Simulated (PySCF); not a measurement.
# SnO₂ + H₂O → H₂SnO + O₂

Level: PBE0 in the def2-TZVP basis family, computed in PySCF with density fitting; scalar-relativistic core potentials for atoms from Rb on, none lighter, no spin–orbit coupling; open shells unrestricted.

| species | state and structure | ZPE (kJ/mol) | H(298 K) − H(0) (kJ/mol) | S° (J/(mol K)) |
| --- | --- | --- | --- | --- |
| SnO₂ | singlet, D∞h, Sn–O 1.799 Å (×2) | 12.2 | 12.3 | 256.0 |
| H₂O | singlet, C2v, O–H 0.960 Å (×2); H–O–H 105.1° | 56.5 | 9.9 | 188.7 |
| H₂SnO | singlet, C2v, Sn–H 1.713 Å (×2), Sn–O 1.820 Å; H–Sn–H 111.8°, H–Sn–O 124.1° (×2) | 37.4 | 11.8 | 260.3 |
| O₂ | triplet, D∞h, O–O 1.193 Å | 10.3 | 8.7 | 204.9 |

(1) Is the gas-phase reaction uphill or downhill in electronic energy at this level, and by how much?

(2) Add zero-point, thermal and entropy terms for 298.15 K and 1 bar.

## Answers

(1) At PBE0/def2-TZVP, ΔE = 311.2 kJ/mol, uphill. 

(2) ΔZPE = -21.0 and Δ[H(298) − H(0)] = -1.7 kJ/mol give ΔH° = 288.5 kJ/mol. ΔS° = 20.5 J/(mol K), so ΔG° = 288.5 − 298.15 × (0.0205) = 282 kJ/mol.

Each species is the lowest minimum found with this bonding; other isomers or fragments can lie lower.
